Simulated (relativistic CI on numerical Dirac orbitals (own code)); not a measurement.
## Mo⁶⁺: M2,3 absorption edge

Computed with this model: Dirac-Coulomb-Breit CI, orbitals from a KLI potential per configuration, model QED (radiative potential, 1s self-energy scaled to tabulated hydrogen-like ionisation energies), valence Slater integrals scaled by 0.9, multiplet model of core-to-valence dipole absorption; configurations [Ar] 3d10 4s2 4p6 → [Ne] 3s2 3p5 3d10 4s2 4p6 4d; 300 K; Lorentzian 2 eV and Gaussian 0.4 eV FWHM. Energies are those of the free ion, without screening or charge transfer. The branching ratio is the share of the lower-energy edge in the whole absorption, uncertain by about 0.02 where the edges overlap. S is read from ⟨S²⟩ = S(S + 1).

Field parameters in Wybourne normalisation: D4h B²₀ = −7Ds, B⁴₀ = 21(Dq − Dt), B⁴₄ = 21√(5/14) Dq. The field is a parameter set, without covalency.

Computed curve for free ion, scaled to 100 at the maximum (points under 2 are left out and the grid is thinned):

| Energy (eV) | Intensity |
| --- | --- |
| 401.50 | 2.0 |
| 402.00 | 2.3 |
| 402.50 | 2.7 |
| 402.75 | 2.9 |
| 403.25 | 3.4 |
| 403.75 | 4.0 |
| 404.25 | 4.9 |
| 404.75 | 6.1 |
| 405.00 | 6.9 |
| 405.50 | 9.0 |
| 406.00 | 12.2 |
| 406.50 | 17.3 |
| 407.00 | 25.5 |
| 407.25 | 31.3 |
| 407.75 | 47.3 |
| 408.25 | 72.3 |
| 408.75 | 97.7 |
| 409.25 | 92.3 |
| 409.50 | 78.2 |
| 410.00 | 49.3 |
| 410.50 | 30.7 |
| 411.00 | 20.1 |
| 411.50 | 14.0 |
| 411.75 | 12.0 |
| 412.25 | 9.0 |
| 412.75 | 7.0 |
| 413.25 | 5.6 |
| 413.75 | 4.6 |
| 414.00 | 4.2 |
| 414.50 | 3.6 |
| 415.00 | 3.1 |
| 415.50 | 2.7 |
| 415.75 | 2.6 |
| 416.25 | 2.3 |
| 416.75 | 2.2 |
| 417.25 | 2.0 |
| 420.75 | 2.1 |
| 421.00 | 2.2 |
| 421.50 | 2.4 |
| 422.00 | 2.8 |
| 422.50 | 3.3 |
| 423.00 | 4.0 |
| 423.25 | 4.6 |
| 423.75 | 6.0 |
| 424.25 | 8.4 |
| 424.75 | 12.5 |
| 425.25 | 19.9 |
| 425.50 | 25.3 |
| 426.00 | 37.9 |
| 426.50 | 41.6 |
| 427.00 | 31.0 |
| 427.50 | 19.4 |
| 427.75 | 15.3 |
| 428.25 | 9.9 |
| 428.75 | 6.8 |
| 429.25 | 4.9 |
| 429.75 | 3.7 |
| 430.00 | 3.3 |
| 430.50 | 2.6 |
| 431.00 | 2.1 |

The ground state has S = 0.00, and the centroid lies at 413.92 eV.
